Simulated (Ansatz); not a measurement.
C2H2ClFSn, SMILES `C#[C][SnH]([F])[Cl]`. Charge 0, multiplicity 1. Sn: def2 effective core potential.

```csv
atom,x (Å),y (Å),z (Å)
C1,-0.230,-1.968,-0.910
C2,-0.146,-0.885,-0.389
Sn3,-0.043,0.975,0.479
F4,0.829,0.731,2.158
Cl5,1.387,2.299,-0.747
H6,-0.297,-2.929,-1.368
H7,-1.499,1.776,0.777
```

(1) List the harmonic frequencies (cm⁻¹, unscaled) at PBE0-D4/def2-TZVP in Ansatz. (Best estimate.)

(2) Is this a minimum?

(3) Give the ideal-gas thermochemistry at 298.15 K and 1 bar (rigid rotor, harmonic oscillator; point group C1, symmetry number 1).

(4) And at 400, 500, 600, 800 and 1000 K?

(5) Rotational constants (cm⁻¹)?

Results:

(1) Computed: 82, 112, 147, 250, 258, 389, 472, 566, 575, 639, 737, 742, 2018, 2158, 3461.

(2) Yes, all 15 modes are real.

(3) Zero-point energy 75.4 kJ/mol; H(298) − E = 96.7 kJ/mol; entropy 363.7 J/(mol·K), of which translation 174.9, rotation 118.3, vibration 70.5; G(298) − E = -11.7 kJ/mol. Modes under 100 cm⁻¹ are hindered rotations or soft bends, so the harmonic entropy is rough.

(4) 
```json
{"T (K)": "400", "H − E (kJ/mol)": "107.9", "S (J/mol/K)": "395.8", "G − E (kJ/mol)": "-50.4"}
{"T (K)": "500", "H − E (kJ/mol)": "119.7", "S (J/mol/K)": "422.1", "G − E (kJ/mol)": "-91.4"}
{"T (K)": "600", "H − E (kJ/mol)": "132.1", "S (J/mol/K)": "444.7", "G − E (kJ/mol)": "-134.7"}
{"T (K)": "800", "H − E (kJ/mol)": "158.1", "S (J/mol/K)": "482.1", "G − E (kJ/mol)": "-227.6"}
{"T (K)": "1000", "H − E (kJ/mol)": "185.4", "S (J/mol/K)": "512.5", "G − E (kJ/mol)": "-327.1"}
```

(5) 0.09786, 0.05814, 0.04282.
